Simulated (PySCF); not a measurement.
## A series of derivatives of C[n+]1ccsc1

Parent skeleton `[CH3:1][n+:2]1[cH:3][cH:4][s:5][cH:6]1`; one hydrogen on atom 3 is replaced by X. Hydrogens on one atom are averaged.

Non-relativistic Hamiltonian, isolated molecule, one computed conformer, averaged over atoms made equivalent by symmetry, fast rotation or ring inversion. Structure optimised with GFN2-xTB; σ from GIAO-PBE0/pcSseg-1; PySCF.

Chemical shifts δ = σref − σ; 13C (σref 186.93) and 1H (σref 31.72) vs TMS; 15N (σref 267.73) vs NH3; 33S (σref 503.73) against CS2, all at this level.

Parent (X = H): C1 41.7, N2 237.5, C3 142.9, C4 140.6, S5 297.2, C6 165.8, H(C1) 4.58, H(C4) 8.40, H(C6) 8.96 ppm. Effects are Δδ = δ(X) − δ(H), positive for deshielding.

Task: Give Δδ (ppm) for X = OCHF2, vinyl, CF3.

Result: 
```csv
X,SMILES,C1,N2,C3,C4,S5,C6,H(C1),H(C4),H(C6)
OCHF2,C[n+]1cscc1OC(F)F,-2.5,-9.8,+11.3,-23.4,-25.3,-4.9,-0.18,-0.49,-0.14
vinyl,C=Cc1csc[n+]1C,-1.6,-6.5,+11.2,-10.9,-15.6,-2.0,-0.23,-0.14,-0.21
CF3,C[n+]1cscc1C(F)(F)F,-0.8,-0.5,+4.3,+0.9,-8.7,+2.8,+0.17,+0.35,+0.06
```

Task: Which position responds most, and to which substituents?

Result: C4: from -23.4 ppm with OCHF2 to +0.9 ppm with CF3.

Experimental scales use liquid or dissolved standards, which lie at an offset from isolated NH3 (liquid NH3: subtract about 20 ppm). Unscaled 15N shifts of sp2 nitrogen often come out too high even then, by a few to some tens of ppm.
